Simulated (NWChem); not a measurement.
System: SiH₃Br; SMILES [SiH3]Br

```xyz
5

Si     0.0000     0.0000    -1.4171
Br     0.0000     0.0000     0.8093
H      0.9974     0.9974    -1.8938
H     -1.3624     0.3651    -1.8938
H      0.3651    -1.3624    -1.8938
```
Atoms are numbered in this order, from 1.

All runs: NWChem. Structure relaxed at the PBE0/def2-SVP level. B3LYP is NWChem's, with the RPA form of VWN correlation. Vzz is the largest principal value of the second derivative of the potential at the nucleus (NWChem prints the opposite sign); η is the asymmetry. Non-relativistic.

Q: Predict the results for B3LYP/def2-SVP. Quantities: Vzz Br2 (a.u.); η Br2.

A: 
```json
{
  "Vzz Br2 (a.u.)": "4.592",
  "η Br2": "0.00"
}
```
